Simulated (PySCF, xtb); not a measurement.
CH8FNSi2, SMILES [Si@@](F)([SiH3])(C)N.

xtb with GFN2-xTB at its own geometry gives an orbital gap of 4.50 eV and a dipole moment of 2.52 D.

Geometry optimised at B3LYP-D3(BJ)/def2-SVP. The structure was generated by enumeration; whether it is a known compound was not checked. One conformer was computed; it need not be the lowest.

Question: What does r2SCAN/def2-TZVP in PySCF give? (The exact figures need the calculation; the answer reports its results.)

Answer: gap 6.41 eV (levels -6.76 and -0.35 eV), dipole 1.94 D.
